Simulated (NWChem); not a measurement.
**Basis-set dependence for CH₃Li**

```
C
H 1 1.1088
H 1 1.1088 2 105.03
H 1 1.1088 2 105.03 3 110.50
Li 1 1.9721 2 113.61 4 124.75
```
Charge 0, spin multiplicity 1.

Program: NWChem. Structure: optimised with PBE0/def2-SVP, a minimum by its harmonic frequencies.

Hartree-Fock energies in Ha, correlation energies in mHa.

The correlated methods keep 1 core orbital frozen. The structure started from a generated list of species. Coupled-cluster values serve here as a point of comparison, not as the truth.

| basis | functions | RHF | MP2 | SCS-MP2 | CCSD | CCSD+T(CCSD) | CCSD(T) | CR-CCSD[T] | CR-CCSD(T) |
|---|---|---|---|---|---|---|---|---|---|
| 3-21G | 24 | -46.75183 | -101.6 | -106.0 | -118.7 | -121.7 | -121.4 | -121.2 | -121.0 |
| cc-pVDZ | 43 | -47.02069 | -169.1 | -172.2 | -188.9 | -193.9 | -193.7 | -193.1 | -193.0 |
| cc-pVTZ | 102 | -47.03594 | -219.7 | -226.8 | -238.3 | -246.7 | -246.5 | -245.5 | -245.3 |

From cc-pVDZ to cc-pVTZ the Hartree-Fock energy moves by -15.3 mHa and the MP2 correlation energy by -50.6 mHa, which is 23 % of its value in the larger set.
